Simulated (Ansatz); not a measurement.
Total energies of `C[Si](C)(C)C#Cc1cnc(-c2cnc(-c3cnc(C#C[Si](C)(C)C)s3)s2)s1` from Ansatz at PBE-D4/def2-TZVP, gas phase (1 Eh = 27.2114 eV = 2625.5 kJ/mol). The reference geometry is relaxed at r2SCAN-D4/def2-SVP.

```csv
state,geometry,energy (Eh)
charge 0 singlet,reference,-2672.99180
charge 1 doublet,reference,-2672.73970
charge -1 doublet,reference,-2673.05935
free C atom (triplet),–,-37.79597
free Si atom (triplet),–,-289.22285
free N atom (quartet),–,-54.53214
free S atom (triplet),–,-397.93833
free H atom (doublet),–,-0.49962
```

Single mean-field runs in def2-TZVP are fitted with def2-universal-jkfit.

(1) Work out the vertical ionisation energy to the doublet.

(2) Work out the vertical electron affinity, to the doublet.

(3) Give the fundamental gap IE − EA, the Mulliken electronegativity (IE + EA)/2 and the hardness (IE − EA)/2.

(4) What is the binding energy per atom against free atoms?

(1) E(charge 1 doublet) − E(charge 0 singlet) = -2672.73970 − (-2672.99180) = 0.25210 Eh = 6.86 eV. For comparison, −ε of the highest occupied level is 5.24 eV at this level, 1.62 eV less.

(2) E(charge 0 singlet) − E(charge -1 doublet) = -2672.99180 − (-2673.05935) = 0.06755 Eh = 1.84 eV. The basis lacks diffuse functions, which makes affinities too small.

(3) From the values in Eh: IE − EA = 0.25210 − 0.06755 = 0.18455 Eh = 5.02 eV; (IE + EA)/2 = 4.35 eV; (IE − EA)/2 = 2.51 eV. The HOMO–LUMO gap of the same run is 1.86 eV, 3.16 eV smaller than the fundamental gap.

(4) Atoms: 19 × (-37.79597) + 2 × (-289.22285) + 3 × (-54.53214) + 3 × (-397.93833) + 21 × (-0.49962) = -2664.47256 Eh. Binding: -2664.47256 − (-2672.99180) = 8.51924 Eh = 231.82 eV, or 4.83 eV for each of 48 atoms (no zero-point energy, no counterpoise term).
